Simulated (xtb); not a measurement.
H4HfO4, charge +1, doublet, at the geometry of the source list (GFN-xTB shapes and energies of metal compounds can be far from the true ones) (the multiplicity is a formal guess). Base run: GFN2-xTB in xtb 6.7.1.

xtb was given this input:
```
$ xtb mol.xyz --gfn 2 --chrg 1 --uhf 1 --json

# file mol.xyz
9

Hf     0.03150000    -0.21370000    -0.03530000
O      1.54540000    -0.43880000    -1.10870000
H      2.14800000     0.31340000    -1.13200000
O      0.44270000     0.01220000     1.77320000
H      0.34870000     0.93750000     2.02920000
O     -0.61720000     1.44510000    -0.60730000
H     -1.08080000     1.38450000    -1.45360000
O     -1.31010000    -1.51260000    -0.15670000
H     -1.50840000    -1.92750000     0.69120000
```

Each row names what was changed in the base input (with any setting that the change needs).

| change | ΔE vs base (kcal/mol) | G_solv (kcal/mol) | SCF cycles |
|---|---|---|---|
| base | 0.000 | - | 34 |
| alpb = toluene | -39.52 | -39.55 | 35 |
| etemp = 3000 | -12.64 | - | 22 |
| etemp = 1000 | -2.59 | - | 29 |
| gbsa = toluene | -39.83 | -40.01 | 31 |
| etemp = 10000 | -59.94 | - | 19 |
| alpb = dmf | -70.9 | -73.41 | 30 |
| gbsa = chcl3 | -40.07 | -40.10 | 33 |

ALPB and GBSA are two models with their own fitted parameters for each solvent, which aren't always the measured dielectric constant.
